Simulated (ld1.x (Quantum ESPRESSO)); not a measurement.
**Before and after: TM potential for neodymium (Nd)**

Nd, norm-conserving Troullier–Martins (Kleinman–Bylander form), made with ld1.x (Quantum ESPRESSO) 7.5 (PBE, scalar-relativistic). Core [Xe] 4f3, reference 5d1 6s0 6p0 (charge +2). Waves: 6s (bound, empty): rc 3.45 bohr; 6p (bound, empty): rc 3.70 bohr; 5d (bound): rc 3.40 bohr. Local part: all-electron potential smoothed inside 3.55 bohr (lloc = -1). Core correction: Bessel-smoothed model core, default radius (core density twice the valence density).

All-electron outer shells of the reference configuration (PBE, scalar-relativistic, ld1.x):

```
shell  level (eV)  outermost node (bohr)  outermost maximum (bohr)
   4f      -20.05                      –                      0.65
   5d      -15.05                   0.87                      2.00
   6s      -14.21                   1.72                      3.26
   6p      -10.32                   2.00                      3.93
```

Change: core correction Bessel-smoothed model core inside 3.34 bohr.

Cutoffs: the cutoffs (Ry, on a coarse ladder) from which the occupation-weighted sum of valence levels, in a spherical-Bessel basis at the reference potential, stays within 10 and 1 mRy of its value at 400 Ry; they do not see the model core or the augmentation charge, which bear on the density cutoff. Errors are all-electron minus pseudo energies relative to the spin-unpolarised reference configuration.

How do hardness, ghosts and transferability respond?

The potential gets neither clearly harder nor softer (12 Ry and 15 Ry → 12 Ry and 15 Ry); both files keep a bound ghost (p); of the 7 tests that both files solve, the error grows in 1 and shrinks in 4 by more than 15 % and 0.3 meV (median size 26.7 → 18.8 meV). The default core radius of the base comes out at 2.91 bohr. A wider model core is smoother and lowers the density cutoff, which this test does not measure.

| quantity | base | changed |
| --- | --- | --- |
| cutoff, loose | 12 Ry | 12 Ry |
| cutoff, tight | 15 Ry | 15 Ry |
| bound ghosts | p | p |
| error for 5d1 6s2 6p0, meV [ΔE -17.70 eV] | -27 | +26 |
| error for 5d1 6s1 6p0, meV [ΔE -11.43 eV] | -13 | +10 |
| error for 5d1 6s1.5 6p0, meV [ΔE -15.18 eV] | -21 | +18 |
| error for 5d2 6s1 6p0, meV [ΔE -16.55 eV] | -132 | -86 |
| error for 5d0 6s2 6p0, meV [ΔE -11.35 eV] | -96 | -17 |
| error for 5d1 6s1 6p1, meV [ΔE -15.11 eV] | -6.4 | +22 |
| error for 5d1.5 6s1.5 6p0, meV [ΔE -17.17 eV] | -64 | -19 |
| s: phases at 4.00 bohr within 0.05 rad from the reference energy up to (Ry; the scan ends near 5) | 0.5 | 0.5 |
| p: phases at 4.00 bohr within 0.05 rad from the reference energy up to (Ry; the scan ends near 5) | 1.7 | 1.7 |
| d: phases at 4.00 bohr within 0.05 rad from the reference energy up to (Ry; the scan ends near 5) | -0.3 | -0.3 |

 A true bound ghost makes a file unfit for plane-wave use even where its test errors are small: the radial tests pick states by their node count and pass the ghost by.
